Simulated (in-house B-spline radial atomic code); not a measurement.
Atomic self-consistent-field run: K (an excited or competing configuration). Method: scalar-relativistic (X2C) PBEsol, spin-polarised, spherical fractional occupations, Fermi nucleus of rms radius 3.4349 fm. Calculated with an all-electron radial atomic-structure program (B-spline basis).

Command:
```bash
python run_scf.py task.json out
```
Settings (nuclear radius in fm, mass in u):
```
Z                19
configuration    [Ar] 5p1
hamiltonian      x2c
method           pbesol
spin_polarised   True
nucleus          fermi
rms_radius       3.4349
atomic_mass      38.96371
speed_of_light   137.035999084
```

Output (hartree, bohr):
```
 radial grid: 91 intervals, B-splines of order 8, outer radius 85 bohr

 iter        energy (Eh)    residual
    1        -599.109555    2.43e-01
    2        -600.291093    1.45e-01
    3        -601.072221    3.11e-02
    4        -601.113028    6.63e-03
    5        -601.113973    4.06e-03
    6        -601.114537    2.03e-04
    7        -601.114536    6.11e-05
    8        -601.114536    5.05e-06
    9        -601.114536    2.15e-06
   10        -601.114536    3.28e-07
   11        -601.114536    4.35e-08

 total energy                      -601.11454
 kinetic                             605.0945
 electron-nucleus                  -1429.6070
 Hartree                             255.9232
 exchange-correlation                -32.5253

 orbital      occ     eigenvalue          <r>       <r^2>       <1/r>       <r^4>     <1/r^3>       r_max
 1s up      1.000      -129.3147    0.0809002  0.00881773      18.839 0.000201077           -     0.05282
 1s down    1.000      -129.3147    0.0809001  0.00881772      18.839 0.000201077           -     0.05282
 2s up      1.000       -13.0971     0.388017    0.178573      3.8129    0.056919           -      0.3185
 2s down    1.000       -13.0970     0.388016    0.178571      3.8129   0.0569178           -      0.3185
 2p up      3.000       -10.4169     0.350819    0.152665     3.69964   0.0489681     155.377      0.2627
 2p down    3.000       -10.4168     0.350819    0.152664     3.69964   0.0489671     155.377      0.2627
 3s up      1.000        -1.4301      1.26839     1.86329     1.10173     5.75733           -       1.077
 3s down    1.000        -1.4297      1.26806     1.86203      1.1019     5.74421           -       1.077
 3p up      3.000        -0.8240      1.42879     2.42313    0.958664     10.7036     14.6052       1.156
 3p down    3.000        -0.8234      1.42731     2.41675    0.959325     10.6154     14.6229       1.156
 5p up      1.000        -0.0324      14.1024     222.186   0.0948039     66916.4     0.19134       14.35
```

Time taken, with all properties: 0.21 s on 1 thread of Intel(R) Xeon(R) 6975P-C, on a shared host.
